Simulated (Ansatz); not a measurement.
This geometry of C$_{4}$H$_{11}$ClSi (17 atoms, charge 0, multiplicity 1) is a first-order saddle point.

The calculation used RKS PBE0-D4/STO-3G in Ansatz.

```xyz
17
Properties=species:S:1:pos:R:3
C -0.325 0.949 -1.734
C 0.849 0.920 -0.731
Si 0.571 -0.230 0.723
C 0.351 -2.007 0.171
C -0.995 0.286 1.637
Cl -0.904 2.030 2.207
H -0.532 -0.052 -2.137
H -0.100 1.611 -2.580
H -1.242 1.319 -1.257
H 1.764 0.618 -1.257
H 1.022 1.936 -0.354
H 1.673 -0.124 1.651
H -0.626 -2.401 0.466
H 1.114 -2.656 0.609
H 0.425 -2.095 -0.917
H -1.892 0.219 1.004
H -1.173 -0.322 2.537
```

(1) Which two structures does it join? (They come from a converged band through this point; their orientation in space is the band's.)

(2) How far does it lie above each of them?

Answers

(1) No bond is made or broken. The dihedral C2–Si3–C4–H13 goes from -180 to -59°. The two ends are copies of one structure, up to a mirror image or an exchange of like atoms.

Image 0:

```xyz
17
Properties=species:S:1:pos:R:3
C -0.233 0.955 -1.744
C 0.894 0.908 -0.690
Si 0.536 -0.241 0.748
C 0.312 -2.006 0.183
C -1.061 0.292 1.597
Cl -1.005 2.059 2.098
H -0.422 -0.039 -2.172
H 0.033 1.629 -2.569
H -1.170 1.320 -1.304
H 1.829 0.598 -1.174
H 1.061 1.921 -0.300
H 1.602 -0.166 1.721
H 0.101 -2.669 1.027
H 1.215 -2.375 -0.311
H -0.516 -2.097 -0.527
H -1.938 0.190 0.941
H -1.258 -0.280 2.515
```

Image 8:

```xyz
17
Properties=species:S:1:pos:R:3
C -0.325 0.954 -1.730
C 0.851 0.918 -0.730
Si 0.574 -0.236 0.721
C 0.339 -2.003 0.165
C -0.985 0.280 1.646
Cl -0.920 2.046 2.151
H -0.520 -0.041 -2.153
H -0.109 1.636 -2.563
H -1.246 1.303 -1.244
H 1.765 0.619 -1.259
H 1.025 1.932 -0.348
H 1.685 -0.153 1.642
H -0.519 -2.099 -0.507
H 0.172 -2.668 1.017
H 1.222 -2.364 -0.371
H -1.892 0.173 1.033
H -1.134 -0.297 2.571
```

(2) 4.2 kJ/mol above the first and 4.2 kJ/mol above the second. This is the barrier of this one path; another mechanism may lie lower. Limits of this set-up: minimal basis.

Time of the run: 3.7 min on 1 CPU thread of a shared host.
